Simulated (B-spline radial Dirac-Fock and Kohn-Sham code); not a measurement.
# Relativistic shifts of the levels of Cu¹⁰⁺

System: Cu¹⁰⁺, configuration 1s2 2s2 2p6 3s2 3p6 3d1.

Both columns are ΔSCF binding energies of the configuration average from a radial B-spline solver: non-relativistic Hartree-Fock with a point nucleus, and Dirac-Fock with a finite nucleus and the Coulomb interaction alone, averaged over the two j levels with weights 2j+1.

```
shell  Hartree-Fock (eV)  Dirac-Fock (eV)  shift (eV)  shift (%)
   1s             9196.7           9300.1     +103.35      +1.12
   2s             1388.7           1411.1      +22.36      +1.61
   2p             1245.2           1249.5       +4.39      +0.35
   3s              382.3            386.8       +4.48      +1.17
   3p              331.7            332.8       +1.04      +0.31
   3d              264.8            264.0       -0.81      -0.31
```

Relativity binds 1s, 2s, 2p, 3s, 3p more strongly, among those listed most of all 2s in relative terms, and 3d more weakly, because the contracted s and p shells screen the nucleus better.

Values without a named source are computed, but for edge energies of neutral atoms, which are taken from tables.
